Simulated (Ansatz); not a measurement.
AlCl4 (SMILES [Cl][Al-]([Cl])([Cl])[Cl]), charge -1, singlet, geometry from GFN2-xTB (such geometries of metal compounds can be far from the true shape) (a gas-phase anion, which may not be bound at this level). Base run: B3LYP/6-31G (Ansatz, an electronic-structure program).

Input for Ansatz:
Ansatz 0.2 input:
```yaml
crystal:
  periodic: [false, false, false]
  atoms:
    - {symbol: Cl, position_ang: [-1.65839443, -0.37089430, -1.25730454]}
    - {symbol: Al, position_ang: [0.00000000, 0.00000000, 0.00000000]}
    - {symbol: Cl, position_ang: [0.00812152, 2.03452580, 0.57383638]}
    - {symbol: Cl, position_ang: [1.78590719, -0.44613033, -1.03930391]}
    - {symbol: Cl, position_ang: [-0.13563427, -1.21750117, 1.72277208]}
basis:
  gaussian:
    orbitals: 6-31G
hamiltonian:
  xc: b3lyp
total_charge: -1
```

The bond that is stretched is that between atoms 4 and 2. A test that says stable can miss a lower solution.

Variants of this job, named by their change:

```
change                                                           ΔE vs base (mEh)  <S^2>            stability test says
---------------------------------------------------------------  ----------------  -----  -----------------------------
base                                                                        0.000  0.000  minimum (restricted orbitals)
spin_polarized = on; lower_state_search = off                               0.000  0.000       undecided (no full test)
spin_polarized = on; lower_state_search = standard                          0.000  0.000                        minimum
bond × 1.25                                                                10.385  0.000  minimum (restricted orbitals)
spin_polarized = on; lower_state_search = off; bond × 1.25                 10.385  0.000       undecided (no full test)
spin_polarized = on; lower_state_search = standard; bond × 1.25            10.385  0.000                        minimum
bond × 1.5                                                                 46.610  0.000  minimum (restricted orbitals)
spin_polarized = on; lower_state_search = off; bond × 1.5                  46.610  0.000       undecided (no full test)
spin_polarized = on; lower_state_search = standard; bond × 1.5             46.610  0.000                        minimum
bond × 1.8                                                                 78.876  0.000  minimum (restricted orbitals)
spin_polarized = on; lower_state_search = off; bond × 1.8                  78.876  0.000       undecided (no full test)
spin_polarized = on; lower_state_search = standard; bond × 1.8             78.876  0.000                        minimum
bond × 2.2                                                                  103.0  0.000  minimum (restricted orbitals)
spin_polarized = on; lower_state_search = off; bond × 2.2                   103.0  0.000       undecided (no full test)
spin_polarized = on; lower_state_search = standard; bond × 2.2              102.4  0.145                        minimum
bond × 3.0                                                                  119.7  0.000  minimum (restricted orbitals)
spin_polarized = on; lower_state_search = off; bond × 3.0                   114.9  0.355       undecided (no full test)
spin_polarized = on; lower_state_search = standard; bond × 3.0              114.9  0.355                        minimum
```

A gas-phase anion may not be bound at this level; its values then depend on the basis.

Where a bond breaks into two radicals, a solution with restricted orbitals usually stops being the lowest and lies too high; an unrestricted one lies lower at the price of spin contamination, which <S^2> shows.
